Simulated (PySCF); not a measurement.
Simulated absorption spectrum

C2H12FNSi3.
SMILES: `CN(C)[SiH2][SiH2][SiH2]F`

Theory: PySCF 2.14.0, density-fitted response routines, TDDFT PBE0/def2-SVPD, vertical, gas phase, core orbitals frozen in the response. Isolated species at its GFN2-xTB geometry (one conformer only). Torsions of this conformer, `[CH3:1][N:2]([CH3:3])[SiH2:4][SiH2:5][SiH2:6][F:7]`: C1–N2–Si4–Si5 -160°, N2–Si4–Si5–Si6 148°, Si4–Si5–Si6–F7 17°.

Broadening: Gaussians 0.3 eV wide at half height, area fixed by f = 4.319×10⁻⁹ ∫ε dν̃. The width is an assumption, not a result. The curve ends short of the highest state used, and states not computed would add to its high-energy end.

E (eV), ε (L mol⁻¹ cm⁻¹) and a bar:
```
     4.04          2 
     4.07          4 
     4.10          8 
     4.13         16 
     4.16         30 #
     4.19         54 #
     4.22         91 ##
     4.25        145 ###
     4.28        218 #####
     4.31        310 #######
     4.34        417 ##########
     4.37        532 #############
     4.40        641 ###############
     4.43        732 #################
     4.46        790 ###################
     4.49        807 ###################
     4.52        781 ##################
     4.55        718 #################
     4.58        629 ###############
     4.61        530 #############
     4.65        413 ##########
     4.68        357 ########
     4.71        341 ########
     4.74        371 #########
     4.77        446 ###########
     4.80        561 #############
     4.83        701 #################
     4.86        850 ####################
     4.89        985 #######################
     4.92       1086 ##########################
     4.95       1137 ###########################
     4.98       1132 ###########################
     5.01       1078 ##########################
     5.04        988 #######################
     5.07        888 #####################
     5.10        802 ###################
     5.13        753 ##################
     5.16        754 ##################
     5.19        809 ###################
     5.22        907 #####################
     5.25       1028 ########################
     5.28       1146 ###########################
     5.32       1251 ##############################
     5.35       1267 ##############################
     5.38       1219 #############################
     5.41       1111 ##########################
     5.44        960 #######################
     5.47        785 ###################
     5.50        608 ##############
     5.53        448 ###########
     5.56        315 #######
     5.59        217 #####
     5.62        155 ####
     5.65        126 ###
     5.68        130 ###
     5.71        166 ####
```

Task: Where are the band maxima, and which computed states make them?

Result: 276 nm (4.49 eV), ε about 810, made up of S1 (100%); 250 nm (4.96 eV), ε about 1100, made up of S2 (99%); 232 nm (5.34 eV), ε about 1300, made up of S3 (99%) (ε in L mol⁻¹ cm⁻¹; maxima over ε = 5, shares over 10%). At its high-energy end, 5.71 eV, the curve is still rising (ε about 170, from S3 and S4). The states used: S1 4.49 eV (f 0.0090); S2 4.96 eV (f 0.013); S3 5.35 eV (f 0.014); S4 5.94 eV (f 0.0070); S5 6.17 eV (f 0.123); S6 6.31 eV (f 0.016).

Task: What would ε be at 5.34 eV, the highest of these maxima, with half the width (0.15 eV)?

Result: About 2500 L mol⁻¹ cm⁻¹ against 1270, a factor of about 1.97; a lone state at its own centre would give exactly 2.

Task: Coming from long wavelengths, where does ε first pass 100 L mol⁻¹ cm⁻¹?

Result: At about 293 nm (4.23 eV), 0.26 eV below S1.

Task: On this curve, what absorbance would a 10⁻³ mol/L sample give at 222 nm over a 1 cm path?

Result: 222 nm is 5.585 eV, where ε is about 230 L mol⁻¹ cm⁻¹, so A = ε c l ≈ 0.23 (Beer–Lambert, with the gas-phase spectrum and the assumed width).
